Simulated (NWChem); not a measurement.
System: C3H7FSi; SMILES [SiH2](C)C(=C)F

NWChem printed, in part:

```
             Northwest Computational Chemistry Package (NWChem) 7.3.0
             --------------------------------------------------------

 C1  symmetry detected

                             Geometry "geometry" -> ""
                             -------------------------

 Output coordinates in angstroms (scale by  1.889725989 to convert to a.u.)

  No.       Tag          Charge          X              Y              Z
 ---- ---------------- ---------- -------------- -------------- --------------
    1 C                    6.0000     0.83987558    -1.91299864     0.44835242
    2 C                    6.0000     0.04802651    -0.94639788    -0.01515515
    3 F                    9.0000    -1.25382232    -1.21571554    -0.25087740
    4 Si                  14.0000     0.51551307     0.84514960    -0.39720082
    5 C                    6.0000    -0.57830901     2.01038267     0.58343035
    6 H                    1.0000     0.45397182    -2.91913617     0.63697697
    7 H                    1.0000     1.89330646    -1.70808423     0.64469255
    8 H                    1.0000     0.32973139     1.07787360    -1.86275758
    9 H                    1.0000     1.96113507     1.00743854    -0.05479438
   10 H                    1.0000    -1.63746330     1.80115323     0.36835375
   11 H                    1.0000    -0.41650973     1.88427684     1.66466151
   12 H                    1.0000    -0.37451229     3.05990671     0.32180957

 Effective nuclear repulsion energy (a.u.)     220.6208569366

                                Z-matrix (autoz)
                                --------

 Units are Angstrom for bonds and degrees for angles

      Type          Name      I     J     K     L     M      Value
      ----------- --------  ----- ----- ----- ----- ----- ----------
    1 Stretch                  1     2                       1.33273
    2 Stretch                  1     6                       1.09399
    3 Stretch                  1     7                       1.09099
    4 Stretch                  2     3                       1.35015
    5 Stretch                  2     4                       1.89054
    6 Stretch                  4     5                       1.87506
    7 Stretch                  4     8                       1.49550
    8 Stretch                  4     9                       1.49446
    9 Stretch                  5    10                       1.10084
   10 Stretch                  5    11                       1.10052
   11 Stretch                  5    12                       1.10067
   12 Bend                     1     2     3               119.27127
   13 Bend                     1     2     4               127.63727
   14 Bend                     2     1     6               121.15877
   15 Bend                     2     1     7               120.00427
   16 Bend                     2     4     5               109.81361
   17 Bend                     2     4     8               108.34784
   18 Bend                     2     4     9               107.20570
   19 Bend                     3     2     4               113.08997
   20 Bend                     4     5    10               109.93615
   21 Bend                     4     5    11               110.90664
   22 Bend                     4     5    12               111.11482
   23 Bend                     5     4     8               110.08050
   24 Bend                     5     4     9               112.14678
   25 Bend                     6     1     7               118.83687
   26 Bend                     8     4     9               109.13518
   27 Bend                    10     5    11               108.15726
   28 Bend                    10     5    12               108.23639
   29 Bend                    11     5    12               108.39503
   30 Torsion                  1     2     4     5        -123.24555
   31 Torsion                  1     2     4     8         116.49081
   32 Torsion                  1     2     4     9          -1.16967
   33 Torsion                  2     4     5    10         -56.03454
   34 Torsion                  2     4     5    11          63.53023
   35 Torsion                  2     4     5    12        -175.83039
   36 Torsion                  3     2     1     6           0.21963
   37 Torsion                  3     2     1     7        -179.89122
   38 Torsion                  3     2     4     5          56.30257
   39 Torsion                  3     2     4     8         -63.96108
   40 Torsion                  3     2     4     9         178.37844
   41 Torsion                  4     2     1     6         179.74310
   42 Torsion                  4     2     1     7          -0.36775
   43 Torsion                  8     4     5    10          63.17188
   44 Torsion                  8     4     5    11        -177.26335
   45 Torsion                  8     4     5    12         -56.62397
   46 Torsion                  9     4     5    10        -175.11932
   47 Torsion                  9     4     5    11         -55.55455
   48 Torsion                  9     4     5    12          65.08484

                           NWChem Geometry Optimization
                           ----------------------------

 maximum gradient threshold         (gmax) =   0.000450
 rms gradient threshold             (grms) =   0.000300
 maximum cartesian step threshold   (xmax) =   0.001800
 rms cartesian step threshold       (xrms) =   0.001200
 fixed trust radius                (trust) =   0.300000
 source of zmatrix                         =   autoz

          -------------------
          Energy Minimization
          -------------------

 Using diagonal initial Hessian
 Scaling for Hessian diagonals: bonds = 1.00  angles = 0.25  torsions = 0.10

          --------
          Step   0

                                 NWChem DFT Module
                                 -----------------

 Summary of "ao basis" -> "ao basis" (spherical)
 ------------------------------------------------------------------------------
       Tag                 Description            Shells   Functions and Types
 ---------------- ------------------------------  ------  ---------------------
 C                           3-21g                   5        9   3s2p
 F                           3-21g                   5        9   3s2p
 Si                          3-21g                   7       13   4s3p
 H                           3-21g                   2        2   2s

            General Information
            -------------------
          SCF calculation type: DFT
          Wavefunction type:  closed shell.
          No. of atoms     :    12
          No. of electrons :    48
           Alpha electrons :    24
            Beta electrons :    24
          Charge           :     0
          Spin multiplicity:     1
          Use of symmetry is: off; symmetry adaption is: off
          Maximum number of iterations: 150
          AO basis - number of functions:    63
                     number of shells:    41
          Convergence on energy requested:  1.00D-06
          Convergence on density requested:  1.00D-05
          Convergence on gradient requested:  5.00D-04

              XC Information
              --------------
                         B3LYP Method XC Potential
                     Hartree-Fock (Exact) Exchange  0.200
                        Slater Exchange Functional  0.800 local
                    Becke 1988 Exchange Functional  0.720 non-local
              Lee-Yang-Parr Correlation Functional  0.810
                  VWN I RPA Correlation Functional  0.190 local

             Grid Information
             ----------------
          Grid used for XC integration:  medium
          Radial quadrature: Mura-Knowles
          Angular quadrature: Lebedev.
          Tag              B.-S. Rad. Rad. Pts. Rad. Cut. Ang. Pts.
          ---              ---------- --------- --------- ---------
          C                   0.70       49          12.0       434
          F                   0.50       49          11.0       434
          Si                  1.10       88          10.0       590
          H                   0.35       45          12.0       434
          Grid pruning is: on
          Number of quadrature shells:   599
          Spatial weights used:  Erf1

      Superposition of Atomic Density Guess
      -------------------------------------

 Sum of atomic energies:        -502.05525227

      Non-variational initial energy
      ------------------------------

 Total energy =    -504.357436
 1-e energy   =   -1130.530825
 2-e energy   =     405.552532
 HOMO         =      -0.280762
 LUMO         =       0.042053

   convergence    iter        energy       DeltaE   RMS-Dens  Diis-err
 ---------------- ----- ----------------- --------- --------- ---------
 d= 0,ls=0.0,diis     1   -505.0655070802 -7.26D+02  1.62D-02  6.45D-01
 d= 0,ls=0.0,diis     2   -505.0718398244 -6.33D-03  9.92D-03  6.45D-01
 d= 0,ls=0.0,diis     3   -505.1313381445 -5.95D-02  2.72D-03  7.13D-02
 d= 0,ls=0.0,diis     4   -505.1381920992 -6.85D-03  1.05D-03  4.27D-03
 d= 0,ls=0.0,diis     5   -505.1387018170 -5.10D-04  2.96D-04  7.05D-04
  Resetting Diis
 d= 0,ls=0.0,diis     6   -505.1387742950 -7.25D-05  6.96D-05  1.53D-05
 d= 0,ls=0.0,diis     7   -505.1387763095 -2.01D-06  3.11D-05  9.34D-07
 d= 0,ls=0.0,diis     8   -505.1387762309  7.85D-08  1.66D-05  1.89D-06
 d= 0,ls=0.0,diis     9   -505.1387764222 -1.91D-07  2.81D-06  4.41D-08

         Total DFT energy =     -505.138776422226
      One electron energy =    -1133.798002613329
           Coulomb energy =      458.176813350859
    Exchange-Corr. energy =      -50.138444096339
 Nuclear repulsion energy =      220.620856936583

 Numeric. integr. density =       48.000017277767

[...]

      ----------------------
      Optimization converged
      ----------------------

  Step       Energy      Delta E   Gmax     Grms     Xrms     Xmax
  ---- ---------------- -------- -------- -------- -------- --------
@   25    -505.14133444 -7.2D-08  0.00001  0.00000  0.00032  0.00089
                                     ok       ok       ok       ok

                                Z-matrix (autoz)
                                --------

 Units are Angstrom for bonds and degrees for angles

      Type          Name      I     J     K     L     M      Value     Gradient
      ----------- --------  ----- ----- ----- ----- ----- ---------- ----------
    1 Stretch                  1     2                       1.32732   -0.00000
    2 Stretch                  1     6                       1.08437   -0.00000
    3 Stretch                  1     7                       1.08209   -0.00000
    4 Stretch                  2     3                       1.40003    0.00001
    5 Stretch                  2     4                       1.90540   -0.00001
    6 Stretch                  4     5                       1.91208   -0.00000
    7 Stretch                  4     8                       1.49666    0.00001
    8 Stretch                  4     9                       1.49766   -0.00001
    9 Stretch                  5    10                       1.09518    0.00000
   10 Stretch                  5    11                       1.09472    0.00000
   11 Stretch                  5    12                       1.09503    0.00000
   12 Bend                     1     2     3               119.82975   -0.00000
   13 Bend                     1     2     4               129.78868    0.00000
   14 Bend                     2     1     6               121.41930    0.00000
   15 Bend                     2     1     7               120.43153   -0.00000
   16 Bend                     2     4     5               110.13217    0.00000
   17 Bend                     2     4     8               107.29025    0.00000
   18 Bend                     2     4     9               107.94827    0.00000
   19 Bend                     3     2     4               110.38154   -0.00000
   20 Bend                     4     5    10               109.53770    0.00000
   21 Bend                     4     5    11               110.90890    0.00000
   22 Bend                     4     5    12               110.69114    0.00000
   23 Bend                     5     4     8               109.75700   -0.00001
   24 Bend                     5     4     9               111.97914   -0.00000
   25 Bend                     6     1     7               118.14903   -0.00000
   26 Bend                     8     4     9               109.60673    0.00000
   27 Bend                    10     5    11               108.44662   -0.00000
   28 Bend                    10     5    12               108.55790   -0.00000
   29 Bend                    11     5    12               108.63484   -0.00000
   30 Torsion                  1     2     4     5        -121.42623   -0.00000
   31 Torsion                  1     2     4     8         119.15571    0.00000
   32 Torsion                  1     2     4     9           1.10511   -0.00000
   33 Torsion                  2     4     5    10         -52.01582   -0.00000
   34 Torsion                  2     4     5    11          67.65340   -0.00000
   35 Torsion                  2     4     5    12        -171.68684    0.00000
   36 Torsion                  3     2     1     6           0.13504   -0.00000
   37 Torsion                  3     2     1     7        -179.99785    0.00000
   38 Torsion                  3     2     4     5          58.64451    0.00000
   39 Torsion                  3     2     4     8         -60.77355    0.00000
   40 Torsion                  3     2     4     9        -178.82415   -0.00000
   41 Torsion                  4     2     1     6        -179.78852   -0.00000
   42 Torsion                  4     2     1     7           0.07859    0.00000
   43 Torsion                  8     4     5    10          65.89009    0.00000
   44 Torsion                  8     4     5    11        -174.44068    0.00000
   45 Torsion                  8     4     5    12         -53.78093    0.00000
   46 Torsion                  9     4     5    10        -172.14096   -0.00000
   47 Torsion                  9     4     5    11         -52.47174   -0.00000
   48 Torsion                  9     4     5    12          68.18802    0.00000

                         Geometry "geometry" -> "geometry"
                         ---------------------------------

 Output coordinates in angstroms (scale by  1.889725989 to convert to a.u.)

  No.       Tag          Charge          X              Y              Z
 ---- ---------------- ---------- -------------- -------------- --------------
    1 C                    6.0000     0.83876487    -1.93995911     0.46064089
    2 C                    6.0000     0.08464382    -0.96088565    -0.02361867
    3 F                    9.0000    -1.25834653    -1.20509745    -0.33478622
    4 Si                  14.0000     0.53436664     0.85170813    -0.40148733
    5 C                    6.0000    -0.58668938     2.03101466     0.60276176
    6 H                    1.0000     0.43872099    -2.93494783     0.62135130
    7 H                    1.0000     1.87789265    -1.76200862     0.70449409
    8 H                    1.0000     0.31384035     1.06875700    -1.86580823
    9 H                    1.0000     1.98376021     1.04478853    -0.07748969
   10 H                    1.0000    -1.63651755     1.76359521     0.44221378
   11 H                    1.0000    -0.37051979     1.95819267     1.67345769
   12 H                    1.0000    -0.43897301     3.06869120     0.28576240

 Effective nuclear repulsion energy (a.u.)     218.2973757118

                Final and change from initial internal coordinates
                --------------------------------------------------

                                Z-matrix (autoz)
                                --------

 Units are Angstrom for bonds and degrees for angles

[...]
```

Level: B3LYP/3-21G. 

Task: Write an input that gives this output.

Result: Several could match; the one computed here: the input that was run:
```
start job
memory heap 200 mb stack 900 mb global 1100 mb
geometry units angstroms
  C      0.865394    -1.902153     0.457008
  C      0.048693    -0.947386     0.012485
  F     -1.255670    -1.234033    -0.185954
  Si     0.482484     0.848495    -0.388491
  C     -0.598401     2.003446     0.618300
  H      0.497750    -2.912382     0.659712
  H      1.921181    -1.683194     0.623221
  H      0.253045     1.073378    -1.849079
  H      1.934886     1.030340    -0.087055
  H     -1.660375     1.780030     0.433532
  H     -0.404986     1.883434     1.695022
  H     -0.415363     3.054481     0.347557
end
basis spherical
  C library 3-21g
  F library 3-21g
  Si library 3-21g
  H library 3-21g
end
dft
  xc b3lyp
  iterations 150
end
driver
  maxiter 120
end
task dft optimize
```
